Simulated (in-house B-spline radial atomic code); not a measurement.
A radial electron density 4πr²n(r) was computed for an atom or ion in its tabulated ground configuration with a B-spline radial code for spherical atoms; method: Dirac-Hartree-Fock, average of configuration. Columns: r (bohr), 4πr²n(r) (electrons per bohr), bar.

```
0.000517    3.156 #
0.000647    4.509 #
 0.00081    6.408 ##
 0.00101    8.989 ###
 0.00127    12.66 ####
 0.00159    17.55 ######
 0.00199       24 ########
 0.00249    32.31 ##########
 0.00312    42.74 ##############
 0.00391    55.19 #################
 0.00489    69.04 ######################
 0.00612    83.33 ##########################
 0.00766     96.2 ##############################
  0.0096    105.4 #################################
   0.012    108.7 ##################################
   0.015      106 #################################
  0.0188    99.74 ################################
  0.0236       96 ##############################
  0.0295    101.4 ################################
   0.037    117.4 #####################################
  0.0463    134.9 ###########################################
   0.058    139.3 ############################################
  0.0726    125.6 ########################################
  0.0908    110.1 ###################################
   0.114    113.8 ####################################
   0.142    128.1 ########################################
   0.178    120.5 ######################################
   0.223    87.12 ############################
    0.28    67.88 #####################
    0.35     77.2 ########################
   0.438    79.45 #########################
   0.549    57.26 ##################
   0.687    32.95 ##########
    0.86    21.28 #######
    1.08    16.09 #####
    1.35    10.99 ###
    1.69    6.258 ##
    2.11    3.251 #
    2.65    1.575 
    3.31   0.6882 
    4.15   0.2311 
    5.19  0.05381 
     6.5 0.007396 
    8.14 0.0005171 
    10.2 1.505e-05
```

**Question.** Which atom or ion is it?
A. Ir+
B. Re+
C. Os2+
D. Os+

**Answer.** D. The area under the curve, ∫4πr²n dr = ∫r·4πr²n d(ln r) on this logarithmic grid, is 75 electrons, which only this option has. The configuration is [Xe] 4f14 5d6 6s1.
